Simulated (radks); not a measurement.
The table gives one normalised radial function P(r) = r R(r) of Zn2+ in [Ar] 3d10 (r in bohr). Method: scalar-relativistic Kohn-Sham, exchange-only PBE, spin-unpolarised, spherical densities, finite nucleus; Fermi nuclear charge, rms radius 3.9283 fm; computed with a radial shooting solver on a logarithmic mesh with Libxc functionals.

r,P
0.00561,0.1922
0.008106,0.2539
0.01162,0.3210
0.01665,0.3831
0.02406,0.4159
0.03449,0.3773
0.04983,0.2148
0.07142,-0.0894
0.1024,-0.4725
0.1479,-0.7204
0.212,-0.5129
0.3039,0.2294
0.4391,1.0871
0.6293,1.3396
0.9093,0.9022
1.303,0.3534
1.868,0.0733
2.699,0.0062

Which n and l does it have? It may be an empty orbital.

Answer. n = 3, l = 0: the number of nodes gives n - l - 1 = 2, the rise at small r (about r^(l+1)) gives l, and the extent must fit the shell. The curve is that of 3s. 3s: eigenvalue -148.88 eV, 2 radial nodes at r = 0.0652, 0.277 bohr, <r> = 0.682 bohr, 90 % of the charge inside 1.02 bohr.
